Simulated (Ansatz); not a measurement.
Consider the formal exchange of groups at a Mg–C bond: `C[CH2][MgH]` + `CCO[SiH3]` → `[MgH][O][SiH3]` + `CCCC`.

Gas-phase electronic energies from Ansatz, PBE0-D4/def2-TZVP geometries. CCSD(T)/CBS adds triple-zeta CCSD(T) − MP2 to the extrapolated MP2 energy (def2 sets, frozen cores). DFT in def2-TZVPP. For Mg outer-core shells are correlated without core-valence functions, which leaves a few kJ/mol of doubt a bond. One conformer a species, not always the lowest.

CCSD(T)/CBS gives -2.52 eV.

(1) Another level gave -2.47 eV. Which?
A. r2SCANh/def2-TZVPP
B. PBE-D4/def2-TZVPP
C. ωB97X-V/def2-TZVPP
D. SCS-MP2/def2-TZVPP

Largest T1 diagnostic among the species: 0.011.

## Answers

(1) A. r2SCANh -2.47, ωB97X-V -2.43, PBE-D4 -2.28, SCS-MP2/def2-TZVPP -2.53 eV.

At CCSD(T), def2-SVP lies −0.07 eV from the extrapolated value and def2-TZVPP +0.06 eV. Leaving LDA and LC-ωPBE aside and taking each functional with its dispersion term where it has one, the values, not all of them listed here, spread over 0.21 eV, from r2SCAN0-D4 to PBE-D4.
